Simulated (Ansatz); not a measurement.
[closo-1,2-(F)2B6H4]2- (B₆H₄F₂²⁻), relaxed as a singlet with RKS PBE-D4/def2-SVPD in Ansatz, starting from the GFN2-xTB geometry. Force threshold 0.02 eV/Å.

A multiply charged anion in the gas phase is held together partly by the finite basis. Removing one electron lowers the energy by 1.43 eV at PBE0-D4/def2-TZVPD, so it isn't bound. The highest occupied level of the charge -2 singlet lies above zero (up to 4.13 eV). By energy differences it is unbound by 1.43 eV (vertical, against the charge -1 doublet, at PBE0-D4/def2-TZVPD) and held by the finite basis.

Start:

```xyz
12

B     0.8848    0.2970    0.7119
B     0.6740   -0.8896   -0.4922
B     0.3617    0.7516   -0.8261
B    -0.9323   -0.3330   -0.7136
B    -0.4055   -0.7911    0.8353
B    -0.7077    0.8613    0.4954
F     2.0294    0.6852    1.6248
H     1.3722   -1.7896   -0.9959
F     0.8353    1.7231   -1.8864
H    -1.8813   -0.6659   -1.4513
H    -0.8102   -1.5969    1.6976
H    -1.4205    1.7479    1.0006
```

| step | energy (eV) | largest force component (eV/Å) | SCF passes |
| --- | --- | --- | --- |
| 1 | -9541.2975 | 2.225 | 19 |
| 2 | -9541.4409 | 1.358 | 19 |
| 3 | -9541.5139 | 0.176 | 19 |
| 4 | -9541.5159 | 0.025 | 19 |
| 5 | -9541.5160 | 0.005 | 14 |

Force components are those of the run's own axes.

End:

```
atom   x (Å)   y (Å)   z (Å)
  B1   0.908   0.304   0.733
  B2   0.687  -0.910  -0.503
  B3   0.370   0.772  -0.850
  B4  -0.953  -0.339  -0.731
  B5  -0.413  -0.809   0.856
  B6  -0.724   0.878   0.506
  F7   2.006   0.692   1.580
  H8   1.390  -1.789  -1.002
  F9   0.842   1.703  -1.841
 H10  -1.887  -0.666  -1.459
 H11  -0.810  -1.602   1.706
 H12  -1.417   1.767   1.004
```

By distances, no bond broke or formed. The bond that changes most is B1–F7, from 1.51 to 1.44 Å (atoms count from 1).

No frequencies were taken in this run, so the end may be a saddle point.

Run time 11 s (4 threads of Intel Xeon on a shared host).
